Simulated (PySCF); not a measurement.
**Computed properties of ZnH₂, SMILES [ZnH2]**

ZnH₂, SMILES [ZnH2]. Geometry: r2SCAN-D4/def2-TZVPD. The isomer is the one that the SMILES or the coordinates give; other isomers of the formula were not compared. One conformer was computed; it need not be the lowest. All values are computed for the isolated molecule unless a solvent is named; none is compared with measurement here.

**Structure.** The optimised structure has D∞h symmetry. All 4 harmonic modes at r2SCAN-D4/def2-TZVPD (PySCF) are real, so it is a minimum.

**Vibrations.** The strongest infrared lines (harmonic, unscaled, degenerate partners summed) lie at 1926 cm⁻¹ (309 km/mol, H 97 %), 667 cm⁻¹ (299 km/mol, H 97 %). The softest mode is at 667 cm⁻¹ and the zero-point energy is 7.4 kcal/mol.

**Electronic structure.** HF/def2-TZVPD (PySCF) places the frontier levels at -10.89 and 0.84 eV, a gap of 11.73 eV, and gives a dipole moment of 0.00 D and a mean polarisability of 26.9 bohr³.

**Excitations.** TDDFT-ωB97X/def2-TZVPD (PySCF) has S1 at 6.10 eV (203 nm, f = 0.000, dark); the most intense of the 10 singlets computed lies at 8.86 eV (f = 0.97). Strengths of degenerate partners are summed. T1 (TDA) is at 5.81 eV. No vertical singlet excitation falls in the visible range (under 3.1 eV).

**NMR.** GIAO shifts at B3LYP/pcSseg-2 (PySCF) (non-relativistic, atoms alike by connectivity averaged): ¹H at 4.4 ppm against TMS.
